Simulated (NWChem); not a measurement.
Species: C3H2F2; SMILES FC=C=CF

Task: Give the equilibrium geometry at PBE0/def2-SVP (NWChem) as an XYZ file, with the point group.

Result: point group C2; any orientation.
```
7

F     -2.2034    -0.1769     0.4301
C     -1.2557     0.3642    -0.3291
C      0.0000     0.0000    -0.2895
C      1.2557    -0.3642    -0.3291
F      2.2034     0.1769     0.4301
H     -1.6442     1.1491    -0.9884
H      1.6442    -1.1491    -0.9884
```
